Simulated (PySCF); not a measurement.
**Identify the compound**

The spectra below were simulated for a compound C$_{4}$HF$_{5}$.

¹H NMR (600 MHz, computed): δ 6.24 (tq, J = 59.6, 2.2 Hz, 1H).

¹³C{¹H} NMR (computed): δ 118.9 (C, q, J = 328.2 Hz), 106.2 (CH, t, J = 303.9 Hz), 82.5 (C, tq, J = 36.2, 5.1 Hz), 80.8 (C, qt, J = 58.7, 5.2 Hz).

PySCF 2.14 calculation with σ from GIAO-PBE0/pcSseg-1, structure optimised with PBE0-D3(BJ)/def2-SVP and J couplings at B3LYP/pcJ-1 (spin–dipole term only in couplings to heteroatoms); equivalent nuclei averaged, no relativistic terms, in vacuum, one conformer.

References, each an isolated molecule treated in the same way: ¹H (31.27 ppm) and ¹³C (184.41 ppm) vs TMS.

What is the structure?

## Answers


1. Rings plus π bonds: 2 (no ring in the answer).
2. 4 carbon signals for 4 carbons: no two carbons are equivalent.
3. Carbon types of the structure: 3 × C, 1 × CH, which accounts for all hydrogens.
4. δC 118.9: CF3 carbon; 3 electronegative neighbours deshield it.
5. δC 106.2: propargylic sp3 CH bonded to 2 F; 2 electronegative neighbours deshield it.
6. δC 82.5, 80.8: alkyne carbon; the triple bond shields along its axis, which puts it between sp3 and sp2 carbons.
7. δH 6.24: hydrogen on a propargylic sp3 CH bonded to 2 F; its carbon carries F, which withdraws density.

These data were computed for `FC(F)C#CC(F)(F)F`.

The shifts were computed for this structure.

C–F couplings over four or more bonds (about 3 Hz to the para carbon of a fluoroarene) are left out. Common functionals overestimate the size of one-bond C–F couplings by tens of Hz; these are unscaled. Splittings below 1 Hz are ignored in the labels, and close J values are merged. Shifts are as computed. Against solution values, carbons near 30 ppm lie about +2 ppm off and those near 130 ppm about +5 ppm. Of 1313 compounds with measured shifts, 239 miss one by over three times the rms of a fit or turn the order of signals round; such compounds aren't used in these exercises.
